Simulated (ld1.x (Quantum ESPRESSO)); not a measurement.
## What one change does to a pseudopotential (O (Z = 8), ultrasoft)

ld1.x (Quantum ESPRESSO) 7.5 input, shortened:

```
&input
   title='O', zed=8., rel=0, dft='PBESOL', iswitch=3,
   config='[He] 2s2 2p4 3d-2'
 /
 &inputp
   pseudotype=3, tm=.true., lloc=-2, rcloc=0.80,
   nlcc=.false.,
   which_augfun='PSQ', rmatch_augfun_nc=.true.
 /
5
2S  1  0   2.00   0.00  0.75  1.00  0.0
2S  1  0   0.00  -1.30  0.75  1.00  0.0
2P  2  1   4.00   0.00  1.25  1.45  0.0
2P  2  1   0.00   3.30  1.25  1.45  0.0
3D  3  2  -2.00   0.45  1.05  1.30  0.0
 &test
   configts(1)='2s2 2p4'
 /
```

Change: augmentation PSQ, radius 0.80 bohr.

Cutoffs: the cutoffs (Ry, on a coarse ladder) from which the occupation-weighted sum of valence levels, in a spherical-Bessel basis at the reference potential, stays within 10 and 1 mRy of its value at 400 Ry; they do not see the model core or the augmentation charge, which bear on the density cutoff. Errors are all-electron minus pseudo energies relative to the spin-unpolarised reference configuration.

Q: Predict the effect on cutoff, ghosts and configuration errors.

A: The potential gets neither clearly harder nor softer (35 Ry and 60 Ry → 35 Ry and 60 Ry); of the 7 tests that both files solve, the error grows in 0 and shrinks in 7 by more than 15 % and 0.3 meV (median size 97.8 → 3.9 meV); neither file shows a bound ghost.

| quantity | base | changed |
| --- | --- | --- |
| cutoff, loose | 35 Ry | 35 Ry |
| cutoff, tight | 60 Ry | 60 Ry |
| bound ghosts | none | none |
| error for 2s2 2p3, meV [ΔE 16.37 eV] | -98 | +3.9 |
| error for 2s2 2p2, meV [ΔE 49.85 eV] | -680 | +21 |
| error for 2s2 2p1, meV [ΔE 103.56 eV] | -2159 | +77 |
| error for 2s0 2p6, meV [ΔE 29.64 eV] | -200 | +8.7 |
| error for 2s1 2p4, meV [ΔE 31.45 eV] | +33 | +2.8 |
| error for 2s1 2p5, meV [ΔE 14.80 eV] | -50 | +2.0 |
| error for 2s2 2p3.5, meV [ΔE 6.26 eV] | -17 | +0.8 |
| s: phases at 1.59 bohr within 0.05 rad from the reference energy up to (Ry; the scan ends near 5) | to the end of the scan | to the end of the scan |
| p: phases at 1.59 bohr within 0.05 rad from the reference energy up to (Ry; the scan ends near 5) | to the end of the scan | to the end of the scan |
| d: phases at 1.59 bohr within 0.05 rad from the reference energy up to (Ry; the scan ends near 5) | to the end of the scan | to the end of the scan |
| lowest overlap eigenvalue by channel | s 0.56, p 0.39, d 0.74 | s 0.56, p 0.39, d 0.74 |
